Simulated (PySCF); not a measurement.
Species: C₂H₉NOSi.
Bonds: C1–N2, N2–Si3, Si3–O4, O4–C5. Hydrogens: H6, H7, H8 on C1; H9 on N2; H10, H11 on Si3; H12, H13, H14 on C5.

Computed by this run: PBE0-D3(BJ)/def2-SVP geometry optimisation, gas phase in PySCF; density fitting, grid level 1; the optimiser is geomeTRIC in internal coordinates, started from a GFN2-xTB structure with every atom displaced at random (about 0.01 Å).

Step 0: E = -13619.7197 eV
```
atom  x, y, z in Å  |  force x, y, z in eV/Å
C1      2.3495    0.0083   -0.4608   -1.814   1.417  -0.638
N2      0.9233   -0.2945   -0.3348    0.851   0.552   0.069
Si3    -0.0901    0.3376    0.9129    2.669   0.485   0.342
O4     -1.5280   -0.2821    0.7925   -3.844  -1.168  -1.046
C5     -2.4760   -0.1905   -0.2637    0.069   0.709   1.292
H6      2.9603   -0.5633    0.1924    1.016  -0.877   0.878
H7      2.4806    1.0780   -0.2041    0.200  -0.173  -0.077
H8      2.6730   -0.1142   -1.5001    0.205  -0.073  -0.148
H9      0.7431   -1.2336   -0.6093   -0.343  -1.003  -0.183
H10    -0.0119    1.7891    0.7383    0.036   0.705   0.102
H11     0.1880   -0.0822    2.3045    0.481   0.148   0.330
H12    -1.9799   -0.2957   -1.2170    0.181  -0.141  -0.789
H13    -3.0037    0.7976   -0.2345    0.288  -0.435  -0.053
H14    -3.2351   -0.9694   -0.1245    0.003  -0.144  -0.079
```

Step 1: E = -13620.0249 eV
```
atom  x, y, z in Å  |  force x, y, z in eV/Å
C1      2.2818    0.0278   -0.4940   -0.042   0.018   0.202
N2      0.8949   -0.3268   -0.2899    0.088  -0.242  -0.031
Si3    -0.0771    0.3164    0.9887   -0.470  -0.254  -0.170
O4     -1.6089   -0.3434    0.8254    0.436   0.180   0.167
C5     -2.4366   -0.1779   -0.2894    0.065   0.055  -0.042
H6      2.9816   -0.5305    0.1676   -0.036   0.114  -0.185
H7      2.4243    1.1001   -0.2826    0.024   0.011  -0.002
H8      2.5887   -0.1289   -1.5398    0.042  -0.045  -0.028
H9      0.7043   -1.2991   -0.5281   -0.018   0.116   0.073
H10    -0.0533    1.8028    0.8364    0.012   0.065   0.045
H11     0.3266   -0.0448    2.3802   -0.017  -0.012   0.012
H12    -1.8834   -0.2943   -1.2412   -0.067  -0.010   0.041
H13    -2.9148    0.8187   -0.2929   -0.011   0.006  -0.030
H14    -3.2348   -0.9351   -0.2486   -0.006  -0.003  -0.053
```

Step 2: E = -13620.0414 eV
```
atom  x, y, z in Å  |  force x, y, z in eV/Å
C1      2.2700    0.0361   -0.5026   -0.088   0.058  -0.035
N2      0.8996   -0.3607   -0.2646    0.090  -0.061   0.089
Si3    -0.0834    0.2914    1.0021   -0.212  -0.073  -0.081
O4     -1.6143   -0.3470    0.8328    0.159   0.086   0.036
C5     -2.4241   -0.1633   -0.2946    0.008   0.026  -0.026
H6      3.0112   -0.4722    0.1456   -0.018  -0.001  -0.022
H7      2.3814    1.1189   -0.3270   -0.013  -0.006  -0.002
H8      2.5617   -0.1428   -1.5506    0.018  -0.010  -0.007
H9      0.7216   -1.3378   -0.4805    0.030   0.005   0.015
H10    -0.0514    1.7813    0.8526    0.033   0.008   0.017
H11     0.3068   -0.0650    2.3993   -0.020  -0.023   0.001
H12    -1.8639   -0.2906   -1.2386    0.002  -0.007   0.008
H13    -2.8843    0.8420   -0.3082    0.009   0.000   0.009
H14    -3.2378   -0.9050   -0.2737    0.002  -0.002  -0.001
```

Problem. Estimate the geometry and energy of step 3. (The exact step hangs on the optimiser's Hessian estimate; all steps are aligned on step 2, rigid shifts and turns removed.)

Solution. E = -13620.0583 eV, largest force 0.266 eV/Å
```
atom  x, y, z in Å  |  force x, y, z in eV/Å
C1      2.2300    0.0558   -0.5290   -0.051   0.064  -0.242
N2      0.9105   -0.4270   -0.2032   -0.059   0.070   0.179
Si3    -0.0940    0.2408    1.0379    0.207   0.162   0.038
O4     -1.6258   -0.3519    0.8426   -0.212  -0.065  -0.063
C5     -2.3889   -0.1333   -0.3122   -0.064  -0.016  -0.019
H6      3.0404   -0.3505    0.1002    0.059  -0.063   0.120
H7      2.2617    1.1528   -0.4259   -0.009  -0.011   0.005
H8      2.4927   -0.1696   -1.5775   -0.024   0.024   0.018
H9      0.7747   -1.4173   -0.3741    0.080  -0.085  -0.034
H10    -0.0281    1.7325    0.8874    0.050  -0.039  -0.015
H11     0.2606   -0.1122    2.4460   -0.033  -0.045  -0.015
H12    -1.8036   -0.2861   -1.2351    0.049  -0.001  -0.020
H13    -2.8035    0.8913   -0.3399    0.006  -0.003   0.017
H14    -3.2334   -0.8400   -0.3255    0.001   0.007   0.033
```

The energy changes by -0.0170 eV. The first-order estimate −F·Δx gives -0.0262 eV and the mean of the old and new forces, exact on a quadratic surface, -0.0179 eV. The step makes an angle of 78° with the force vector and moves no atom by more than 0.159 Å.

The cost below is that of the whole optimisation. Time: 1.8 min wall; peak memory 0.51 GiB. Hardware: one thread, Arm Neoverse V1 (aarch64) (shared host).
